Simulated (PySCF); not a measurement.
propene (C3H6), singlet, geometry from GFN2-xTB; CASSCF(10,9)/6-31G* run with PySCF.

Here is a job for PySCF.
```python
from pyscf import gto, scf, mcscf
import numpy

mol = gto.M(
    atom='''
C     1.279892    0.123522    0.009191
C     0.008252    0.474861    0.009243
H     1.580863   -0.911474   -0.009262
H     2.074598    0.849719    0.027481
H    -0.266597    1.522093    0.028072
C    -1.135740   -0.482434   -0.015379
H    -0.783764   -1.510907   -0.033434
H    -1.764433   -0.339590    0.863349
H    -1.755096   -0.305534   -0.894541
''',
    basis='6-31g*',
    charge=0,
    spin=0,
    verbose=4,
)

mf = scf.RHF(mol)
mf.kernel()
mc = mcscf.CASSCF(mf, 9, 10)
mc.fix_spin_(ss=0.0)
mc.kernel()
occ = numpy.linalg.eigvalsh(mc.fcisolver.make_rdm1(mc.ci, mc.ncas, mc.nelecas))[::-1]
ss = mc.fcisolver.spin_square(mc.ci, mc.ncas, mc.nelecas)[0]
print('natural occupations', occ.round(4), ' <S^2>', round(ss, 4))
```

It wrote (shortened):

```
PySCF version 2.14.0

[INPUT] verbose = 4
[INPUT] num. atoms = 9
[INPUT] num. electrons = 24
[INPUT] charge = 0
[INPUT] spin (= nelec alpha-beta = 2S) = 0
[INPUT] symmetry False subgroup None
[INPUT] Mole.unit = angstrom
[INPUT] Symbol           X                Y                Z      unit          X                Y                Z       unit  Magmom
[...]
nuclear repulsion = 71.2485601598988
number of shells = 30
number of NR pGTOs = 105
number of NR cGTOs = 54
basis = 6-31g*
ecp = {}

******** <class 'pyscf.scf.hf.RHF'> ********
method = RHF
initial guess = minao
damping factor = 0
level_shift factor = 0
DIIS = <class 'pyscf.scf.diis.CDIIS'>
diis_start_cycle = 1
diis_space = 8
diis_damp = 0
SCF conv_tol = 1e-09
SCF conv_tol_grad = None
SCF max_cycles = 50
direct_scf = True
direct_scf_tol = 1e-13
Set gradient conv threshold to 3.16228e-05
Initial guess from minao.
init E= -117.459047212464
[...]
cycle= 1 E= -117.040481822751  delta_E= 0.419  |g|= 0.28  |ddm|= 2.37
[...]
cycle= 2 E= -117.068437500813  delta_E= -0.028  |g|= 0.0754  |ddm|= 0.312
[...]
cycle= 3 E= -117.070398617561  delta_E= -0.00196  |g|= 0.0299  |ddm|= 0.111
[...]
cycle= 4 E= -117.070643966915  delta_E= -0.000245  |g|= 0.00412  |ddm|= 0.0288
[...]
cycle= 5 E= -117.070650081389  delta_E= -6.11e-06  |g|= 0.000928  |ddm|= 0.00632
[...]
cycle= 6 E= -117.070650549014  delta_E= -4.68e-07  |g|= 0.000336  |ddm|= 0.00187
[...]
cycle= 7 E= -117.070650599043  delta_E= -5e-08  |g|= 9.82e-05  |ddm|= 0.000568
[...]
cycle= 8 E= -117.070650606192  delta_E= -7.15e-09  |g|= 3.05e-05  |ddm|= 0.000258
[...]
cycle= 9 E= -117.070650606823  delta_E= -6.31e-10  |g|= 8.25e-06  |ddm|= 7.35e-05
[...]
Extra cycle  E= -117.070650606859  delta_E= -3.61e-11  |g|= 3.32e-06  |ddm|= 1.3e-05
converged SCF energy = -117.070650606859

******** <class 'pyscf.mcscf.mc1step.CASSCF'> ********
CAS (5e+5e, 9o), ncore = 7, nvir = 38
max_cycle_macro = 50
max_cycle_micro = 4
conv_tol = 1e-07
conv_tol_grad = None
orbital rotation max_stepsize = 0.02
orbital rotation threshold for CI restart = 0.01
augmented hessian ah_max_cycle = 30
augmented hessian ah_conv_tol = 1e-12
augmented hessian ah_linear dependence = 1e-14
augmented hessian ah_level shift = 1e-08
augmented hessian ah_start_tol = 2.5
augmented hessian ah_start_cycle = 3
augmented hessian ah_grad_trust_region = 3
kf_trust_region = 3
kf_interval = 4
ci_response_space = 4
ci_grad_trust_region = 3
with_dep4 0
natorb = False
canonicalization = True
sorting_mo_energy = False
ao2mo_level = 2
internal_rotation = False
******** <class 'pyscf.fci.addons.SpinPenaltyFCISolver'> ********
max. cycles = 50
conv_tol = 1e-08
davidson only = True
linear dependence = 1e-12
level shift = 0.001
max iter space = 12
nroots = 1
pspace_size = 400
spin = None
CASCI E = -117.092229764893  S^2 = 0.0000000
Set conv_tol_grad to 0.000316228
macro iter   1 ( 21 JK    4 micro), CASSCF E = -117.107730455120  dE = -1.55006902e-02  S^2 = 0.0000000
               |grad[o]|=0.0339  |grad[c]|=0.0232  |ddm|=0.0407  |maxRot[o]|=0.251
macro iter   2 ( 21 JK    4 micro), CASSCF E = -117.117042206895  dE = -9.31175178e-03  S^2 = 0.0000000
               |grad[o]|=0.0201  |grad[c]|=0.0295  |ddm|=0.0216  |maxRot[o]|=0.181
macro iter   3 ( 12 JK    3 micro), CASSCF E = -117.121131263485  dE = -4.08905659e-03  S^2 = 0.0000000
               |grad[o]|=0.0158  |grad[c]|=0.00898  |ddm|=0.0148  |maxRot[o]|=0.136
macro iter   4 ( 21 JK    4 micro), CASSCF E = -117.130385774335  dE = -9.25451085e-03  S^2 = 0.0000000
               |grad[o]|=0.0125  |grad[c]|=0.0393  |ddm|=0.0133  |maxRot[o]|=0.272
macro iter   5 ( 21 JK    4 micro), CASSCF E = -117.136188344903  dE = -5.80257057e-03  S^2 = 0.0000000
               |grad[o]|=0.0206  |grad[c]|=0.0195  |ddm|=0.00702  |maxRot[o]|=0.175
macro iter   6 ( 21 JK    4 micro), CASSCF E = -117.141712870836  dE = -5.52452593e-03  S^2 = 0.0000000
               |grad[o]|=0.0149  |grad[c]|=0.0151  |ddm|=0.0156  |maxRot[o]|=0.181
macro iter   7 ( 21 JK    4 micro), CASSCF E = -117.148098787425  dE = -6.38591659e-03  S^2 = 0.0000000
               |grad[o]|=0.0162  |grad[c]|=0.0305  |ddm|=0.0175  |maxRot[o]|= 0.19
macro iter   8 ( 12 JK    3 micro), CASSCF E = -117.150545519759  dE = -2.44673233e-03  S^2 = 0.0000000
               |grad[o]|=0.0166  |grad[c]|=0.0314  |ddm|=0.00455  |maxRot[o]|=0.128
macro iter   9 ( 21 JK    4 micro), CASSCF E = -117.151056364273  dE = -5.10844514e-04  S^2 = 0.0000000
               |grad[o]|=0.00913  |grad[c]|=0.00874  |ddm|=0.00153  |maxRot[o]|=0.0701
macro iter  10 (  7 JK    2 micro), CASSCF E = -117.151267138971  dE = -2.10774698e-04  S^2 = 0.0000000
               |grad[o]|=0.00499  |grad[c]|=0.00977  |ddm|=0.00105  |maxRot[o]|=0.0698
macro iter  11 ( 21 JK    4 micro), CASSCF E = -117.151253377802  dE =  1.37611694e-05  S^2 = 0.0000000
               |grad[o]|=0.00355  |grad[c]|=0.00799  |ddm|=0.000688  |maxRot[o]|=0.0671
macro iter  12 ( 21 JK    4 micro), CASSCF E = -117.151375400274  dE = -1.22022472e-04  S^2 = 0.0000000
               |grad[o]|=0.0033  |grad[c]|=0.00636  |ddm|=0.000568  |maxRot[o]|=0.0544
macro iter  13 ( 21 JK    4 micro), CASSCF E = -117.151497008302  dE = -1.21608028e-04  S^2 = 0.0000000
               |grad[o]|=0.00289  |grad[c]|=0.00299  |ddm|=0.000484  |maxRot[o]|=0.0584
macro iter  14 ( 21 JK    4 micro), CASSCF E = -117.151501206320  dE = -4.19801881e-06  S^2 = 0.0000000
               |grad[o]|=0.00204  |grad[c]|=0.00876  |ddm|=0.000431  |maxRot[o]|=0.0537
macro iter  15 (  7 JK    2 micro), CASSCF E = -117.151605414404  dE = -1.04208083e-04  S^2 = 0.0000000
               |grad[o]|=0.00266  |grad[c]|=0.00962  |ddm|=0.000533  |maxRot[o]|=0.0599
macro iter  16 (  7 JK    2 micro), CASSCF E = -117.151697887178  dE = -9.24727739e-05  S^2 = 0.0000000
               |grad[o]|=0.00195  |grad[c]|=0.0104  |ddm|=0.000539  |maxRot[o]|=0.0648
macro iter  17 (  7 JK    2 micro), CASSCF E = -117.151775045373  dE = -7.71581953e-05  S^2 = 0.0000000
[...]
               |grad[o]|=0.000771  |grad[c]|=0.00355  |ddm|=0.0018  |maxRot[o]|=0.0697
macro iter  23 (  7 JK    2 micro), CASSCF E = -117.152110780237  dE = -5.39862972e-05  S^2 = 0.0000000
               |grad[o]|=0.000775  |grad[c]|=0.00226  |ddm|=0.00188  |maxRot[o]|=0.0698
macro iter  24 (  6 JK    2 micro), CASSCF E = -117.152148786167  dE = -3.80059307e-05  S^2 = 0.0000000
               |grad[o]|=0.000779  |grad[c]|=0.00133  |ddm|=0.00111  |maxRot[o]|=0.0499
macro iter  25 (  6 JK    2 micro), CASSCF E = -117.152185837764  dE = -3.70515971e-05  S^2 = 0.0000000
               |grad[o]|=0.000772  |grad[c]|=0.00152  |ddm|=0.00113  |maxRot[o]|=0.0499
macro iter  26 (  6 JK    2 micro), CASSCF E = -117.152220672418  dE = -3.48346536e-05  S^2 = 0.0000000
               |grad[o]|=0.000749  |grad[c]|=0.00194  |ddm|=0.00113  |maxRot[o]|=0.0499
macro iter  27 (  5 JK    2 micro), CASSCF E = -117.152240323069  dE = -1.96506513e-05  S^2 = 0.0000000
               |grad[o]|=0.000696  |grad[c]|=0.00135  |ddm|=0.000606  |maxRot[o]|= 0.03
macro iter  28 (  5 JK    2 micro), CASSCF E = -117.152258610257  dE = -1.82871881e-05  S^2 = 0.0000000
               |grad[o]|=0.000634  |grad[c]|=0.00154  |ddm|=0.000666  |maxRot[o]|=0.0299
macro iter  29 (  9 JK    3 micro), CASSCF E = -117.152242760406  dE =  1.58498512e-05  S^2 = 0.0000000
               |grad[o]|=0.000543  |grad[c]|=0.00371  |ddm|=0.000627  |maxRot[o]|=0.0499
macro iter  30 ( 21 JK    4 micro), CASSCF E = -117.152243772382  dE = -1.01197577e-06  S^2 = 0.0000000
               |grad[o]|=0.000489  |grad[c]|=0.00183  |ddm|=0.000215  |maxRot[o]|=0.0274
macro iter  31 (  7 JK    2 micro), CASSCF E = -117.152267485544  dE = -2.37131625e-05  S^2 = 0.0000000
               |grad[o]|=0.000387  |grad[c]|=0.00259  |ddm|=0.000521  |maxRot[o]|=0.0382
macro iter  32 (  5 JK    2 micro), CASSCF E = -117.152277025552  dE = -9.54000775e-06  S^2 = 0.0000000
               |grad[o]|=0.000302  |grad[c]|=0.00108  |ddm|=0.000322  |maxRot[o]|=0.0222
macro iter  33 (  9 JK    3 micro), CASSCF E = -117.152257702940  dE =  1.93226118e-05  S^2 = 0.0000000
               |grad[o]|=0.000312  |grad[c]|=0.00298  |ddm|=0.000287  |maxRot[o]|=0.043
macro iter  34 ( 21 JK    4 micro), CASSCF E = -117.152258375634  dE = -6.72693517e-07  S^2 = 0.0000000
               |grad[o]|=0.000516  |grad[c]|=0.00158  |ddm|=0.000135  |maxRot[o]|=0.00675
macro iter  35 (  7 JK    2 micro), CASSCF E = -117.152277604123  dE = -1.92284892e-05  S^2 = 0.0000000
               |grad[o]|=0.000369  |grad[c]|=0.00184  |ddm|=0.000389  |maxRot[o]|=0.0355
macro iter  36 (  5 JK    2 micro), CASSCF E = -117.152285042008  dE = -7.43788473e-06  S^2 = 0.0000000
               |grad[o]|=0.000215  |grad[c]|=0.000947  |ddm|=0.000268  |maxRot[o]|=0.0214
macro iter  37 (  9 JK    3 micro), CASSCF E = -117.152265816892  dE =  1.92251160e-05  S^2 = 0.0000000
               |grad[o]|=0.000229  |grad[c]|=0.00318  |ddm|=0.000248  |maxRot[o]|=0.0422
macro iter  38 ( 21 JK    4 micro), CASSCF E = -117.152266543232  dE = -7.26340545e-07  S^2 = 0.0000000
               |grad[o]|=0.000445  |grad[c]|=0.00151  |ddm|=0.000108  |maxRot[o]|=0.00179
macro iter  39 (  7 JK    2 micro), CASSCF E = -117.152284092084  dE = -1.75488516e-05  S^2 = 0.0000000
               |grad[o]|=0.000333  |grad[c]|=0.00197  |ddm|=0.000353  |maxRot[o]|=0.0352
macro iter  40 (  5 JK    2 micro), CASSCF E = -117.152289553783  dE = -5.46169920e-06  S^2 = 0.0000000
               |grad[o]|=0.00018  |grad[c]|=0.000796  |ddm|=0.000235  |maxRot[o]|=0.0196
macro iter  41 (  9 JK    3 micro), CASSCF E = -117.152274339463  dE =  1.52143199e-05  S^2 = 0.0000000
               |grad[o]|=0.000188  |grad[c]|=0.00275  |ddm|=0.000226  |maxRot[o]|=0.0381
macro iter  42 ( 17 JK    4 micro), CASSCF E = -117.152284354571  dE = -1.00151074e-05  S^2 = 0.0000000
               |grad[o]|=0.000428  |grad[c]|=0.00149  |ddm|=9.02e-05  |maxRot[o]|=0.0174
macro iter  43 (  5 JK    2 micro), CASSCF E = -117.152289239418  dE = -4.88484753e-06  S^2 = 0.0000000
               |grad[o]|=0.000162  |grad[c]|=0.000518  |ddm|=0.000129  |maxRot[o]|=0.0151
macro iter  44 (  3 JK    1 micro), CASSCF E = -117.152292218372  dE = -2.97895355e-06  S^2 = 0.0000000
               |grad[o]|=0.000129  |grad[c]|=0.00114  |ddm|=0.000118  |maxRot[o]|=0.0142
macro iter  45 (  3 JK    1 micro), CASSCF E = -117.152293681367  dE = -1.46299571e-06  S^2 = 0.0000000
               |grad[o]|=0.000133  |grad[c]|=0.00105  |ddm|=0.00012  |maxRot[o]|=0.00996
macro iter  46 (  3 JK    1 micro), CASSCF E = -117.152294354122  dE = -6.72754780e-07  S^2 = 0.0000000
               |grad[o]|=0.000116  |grad[c]|=0.000741  |ddm|=9.47e-05  |maxRot[o]|=0.00424
macro iter  47 (  4 JK    1 micro), CASSCF E = -117.152294789406  dE = -4.35284278e-07  S^2 = 0.0000000
               |grad[o]|=8.87e-05  |grad[c]|=0.000592  |ddm|=6.99e-05  |maxRot[o]|=0.00352
macro iter  48 (  6 JK    1 micro), CASSCF E = -117.152295054174  dE = -2.64767991e-07  S^2 = 0.0000000
               |grad[o]|=8.37e-05  |grad[c]|=0.000472  |ddm|=6.11e-05  |maxRot[o]|=0.00199
macro iter  49 (  5 JK    1 micro), CASSCF E = -117.152295226865  dE = -1.72690577e-07  S^2 = 0.0000000
               |grad[o]|=6.8e-05  |grad[c]|=0.000382  |ddm|=4.89e-05  |maxRot[o]|=0.00137
macro iter  50 (  3 JK    1 micro), CASSCF E = -117.152295328537  dE = -1.01672356e-07  S^2 = 0.0000000
               |grad[o]|=5.25e-05  |grad[c]|=0.000288  |ddm|=3.84e-05  |maxRot[o]|=0.000834
1-step CASSCF not converged,  50 macro (537 JK 129 micro) steps
CASSCF canonicalization
Density matrix diagonal elements [1.98406013 1.98177912 1.98893844 1.98746613 1.92313899 0.08010986
 0.01746885 0.01967821 0.01736028]
CASSCF energy = -117.152295328537
CASCI E = -117.152295328537  E(CI) = -22.0466723639973  S^2 = 0.0000000
natural occupations [1.998  1.9832 1.9822 1.9814 1.9207 0.08   0.0197 0.0177 0.017 ]  <S^2> 0.0
```

The run did not converge; its last values are not results.
